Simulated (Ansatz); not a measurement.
Ansatz (a quantum-chemistry and plane-wave program) input (HF/LANL2DZ): The .json file is the Basis Set Exchange's LANL2DZ.

Ansatz 0.2 input:
```yaml
crystal:
  periodic: [false, false, false]
  atoms:
    - {symbol: Tl, position_ang: [-0.00000000, -0.00000000, -1.24610888]}
    - {symbol: I, position_ang: [0.00000000, 0.00000000, 1.90443055]}
basis:
  gaussian:
    orbitals: LANL2DZ.json
hamiltonian:
  xc: {name: HF}
total_charge: -1
magnetization: {spin_polarized: true, initial_magnetization: 1}
relax: {f_tol: 0.003, max_steps: 120}
```

Output:

```
WARN ansatz: RAYON_NUM_THREADS=1 ignored (pool sized by the plan → 1); use --threads N
Functional definition: HF
integrals: 0.00 GiB planned
426 factors; integrals over basis functions are off by at most 7.8e-5 eV
mean field: 0.06 GiB planned
mean field evaluation 1: about -1670.2188 eV, gradient 3.2e0 eV
mean field evaluation 2: about -1670.2223 eV, gradient 3.2e0 eV
mean field evaluation 4: about -1670.3831 eV, gradient 5.0e-1 eV
mean field evaluation 8: about -1670.3905 eV, gradient 1.8e-4 eV
mean field evaluation 16: about -1670.2736 eV, gradient 8.1e-1 eV
mean field evaluation 32: about -1670.3873 eV, gradient 1.7e-1 eV
mean field -1670.39053983 eV, -61.3857201075 hartree, gradient 1.9e-5 eV, S^2 0.751069; 0 other end points of the search recorded, 0 dependent functions left out
the calculation of the forces begins
reference -1670.39053983 eV, -61.3857201075 hartree; 11, 10 occupied and 15, 16 virtual orbitals, 426 factors
relax step   1: F+E_penalty+E_count = -1670.39053983 eV  Δ(F+E_penalty+E_count) = +0.000e0 eV  max|allowed force component| = 6.191e-1 eV/Å  Δτ_max = 0.0000 Å  (81 SCF iters, accepted)
these checks for a lower state are left out or cut short: starts, cluster_reference, orbital_swaps, neighbouring_geometries, increment
integrals: 0.00 GiB planned
426 factors; integrals over basis functions are off by at most 7.7e-5 eV
mean field: 0.06 GiB planned
mean field -1670.43408382 eV, -61.3873203194 hartree, gradient 8.1e-5 eV, S^2 0.751083; 0 other end points of the search recorded, 0 dependent functions left out
the calculation of the forces begins
reference -1670.43408382 eV, -61.3873203194 hartree; 11, 10 occupied and 15, 16 virtual orbitals, 426 factors
relax step   2: F+E_penalty+E_count = -1670.43408382 eV  Δ(F+E_penalty+E_count) = -4.354e-2 eV  max|allowed force component| = 3.545e-1 eV/Å  Δτ_max = 0.0453 Å  (25 SCF iters, accepted)
these checks for a lower state are left out or cut short: starts, cluster_reference, orbital_swaps, neighbouring_geometries, increment
integrals: 0.00 GiB planned
426 factors; integrals over basis functions are off by at most 7.5e-5 eV
mean field: 0.06 GiB planned
mean field -1670.46049842 eV, -61.3882910380 hartree, gradient 6.7e-6 eV, S^2 0.751096; 0 other end points of the search recorded, 0 dependent functions left out
the calculation of the forces begins
reference -1670.46049842 eV, -61.3882910380 hartree; 11, 10 occupied and 15, 16 virtual orbitals, 426 factors
relax step   3: F+E_penalty+E_count = -1670.46049842 eV  Δ(F+E_penalty+E_count) = -2.641e-2 eV  max|allowed force component| = 9.704e-2 eV/Å  Δτ_max = 0.0607 Å  (28 SCF iters, accepted)
these checks for a lower state are left out or cut short: starts, cluster_reference, orbital_swaps, neighbouring_geometries, increment
integrals: 0.00 GiB planned
426 factors; integrals over basis functions are off by at most 7.5e-5 eV
mean field: 0.06 GiB planned
mean field evaluation 64: about -1670.4579 eV, gradient 1.0e0 eV
mean field -1670.46318118 eV, -61.3883896277 hartree, gradient 5.9e-5 eV, S^2 0.751099; 0 other end points of the search recorded, 0 dependent functions left out
the calculation of the forces begins
reference -1670.46318118 eV, -61.3883896277 hartree; 11, 10 occupied and 15, 16 virtual orbitals, 426 factors
relax step   4: F+E_penalty+E_count = -1670.46318118 eV  Δ(F+E_penalty+E_count) = -2.683e-3 eV  max|allowed force component| = 2.312e-2 eV/Å  Δτ_max = 0.0390 Å  (25 SCF iters, accepted)
these checks for a lower state are left out or cut short: starts, cluster_reference, orbital_swaps, neighbouring_geometries, increment
integrals: 0.00 GiB planned
426 factors; integrals over basis functions are off by at most 7.5e-5 eV
mean field: 0.06 GiB planned
mean field -1670.46337538 eV, -61.3883967645 hartree, gradient 5.1e-5 eV, S^2 0.751099; 0 other end points of the search recorded, 0 dependent functions left out
the calculation of the forces begins
reference -1670.46337538 eV, -61.3883967645 hartree; 11, 10 occupied and 15, 16 virtual orbitals, 426 factors
relax step   5: F+E_penalty+E_count = -1670.46337538 eV  Δ(F+E_penalty+E_count) = -1.942e-4 eV  max|allowed force component| = 3.860e-4 eV/Å  Δτ_max = 0.0085 Å  (26 SCF iters, accepted)
integrals: 0.00 GiB planned
426 factors; integrals over basis functions are off by at most 7.5e-5 eV
mean field: 0.06 GiB planned
mean field evaluation 96: about -1669.3614 eV, gradient 4.1e-1 eV
mean field -1670.46337538 eV, -61.3883967645 hartree, gradient 5.1e-5 eV, S^2 0.751099; 1 other end points of the search recorded, 0 dependent functions left out
the calculation of the forces begins
reference -1670.46337538 eV, -61.3883967645 hartree; 11, 10 occupied and 15, 16 virtual orbitals, 426 factors
Total energy: -1670.46337538 eV, -61.3883967645 hartree
Atom 0 at    -0.000000    -0.000000    -1.382592 Å, force    -0.000000    -0.000000    -0.000386 eV/Å
Atom 1 at     0.000000     0.000000     2.040914 Å, force     0.000000     0.000000     0.000386 eV/Å
Dipole moment:     0.000000    -0.000000    -1.224017 e Å
```

The dipole moment of an ion depends on the origin.
